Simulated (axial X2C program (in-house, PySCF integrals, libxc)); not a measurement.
# SbP⁻: from the spin-free to the two-component result

All values were computed with an in-house all-electron X2C program for linear molecules (integrals from PySCF). Spin-free means the one-electron spin-free X2C Hamiltonian; two-component (2c) means X2C with spin–orbit coupling and atomic mean-field two-electron Coulomb and Gaunt terms, so the difference of the two also holds small scalar two-electron terms. Basis: Sb dyall-acv3z [12s13p9d5f1g], P dyall-av3z [9s8p3d2f] (cores contracted in-house); Gaussian nuclei, density fitting, unrestricted open shells. Masses: Sb 120.904 u, P 30.974 u.

Spin-free state: M_S = 1/2, Λ = 1 (beyond evenly filled blocks: π+α); fragments Sb- + P.

```
  level  Re (Å)  ωe (cm⁻¹)  De (eV)  μ (D)
     HF   2.374      336.6    1.187  -1.74
   CCSD   2.289      442.6    3.022    n/a
CCSD(T)   2.292      450.2    3.300    n/a
```

Correlated methods: 11 electrons correlated (number of frozen shells: Sb 4 s, 3 p, 2 d; P 2 s, 1 p), 291 virtual spin orbitals or spinors in MP2, 90 natural virtuals in coupled cluster.

Dipoles are positive if P is the positive end and refer to the centre of mass.

Task: Within this multiplet, which Ω should lie lowest by the rule for regular and inverted multiplets?

Result: The open π shell holds one electron, so the multiplet is regular: Ω = Λ − 1/2 = 1/2. The PBE0 2c search agrees.

Two-component determinant lowest at the distance of the search:

Ω = 1/2 (⟨Sz⟩ = -0.50, ⟨Lz⟩ = 1.00 at HF); fragments Sb- + P.

| level | Re (Å) | ωe (cm⁻¹) | De (eV) | μ (D) |
| --- | --- | --- | --- | --- |
| HF | 2.379 | 335.0 | n/a | -1.95 |
| CCSD | 2.297 | 434.1 | 2.971 | n/a |
| CCSD(T) | 2.299 | 441.8 | 3.228 | n/a |

Task: From the two tables, how do the constants change at the CCSD(T) level (2c against spin-free)?

Result: At the CCSD(T) level Re rises by 0.007 Å and ωe decreases by 8.4 cm⁻¹; De changes by -0.072 eV.

One determinant describes the state; a PBE0 search over occupations chose it and may have missed a lower one. De is counted from the lowest determinant-based energies of the atoms at the same level, without counterpoise correction. De is not given where an atomic determinant may have missed its ground term or J level, or where the truncated virtual space spoils (T). Coupled cluster ran in a truncated set of natural virtual spinors; the MP2 energy of the rest was added. (T) has no such correction and the atoms are truncated less, which lowers De at CCSD(T) by a hundredth of an eV or more. The determinant is spin-polarised beyond a pure state at some levels (its spin-free form has ⟨S²⟩ too high), which makes Re and μ there less reliable. The T1 diagnostic is large, a sign of multireference character. With the outer-core shells frozen, correlated bond lengths of heavy atoms tend to come out a few hundredths of an ångström too long. Hartree–Fock gets electron affinities wrong, so its lowest charge split need not be the true one.
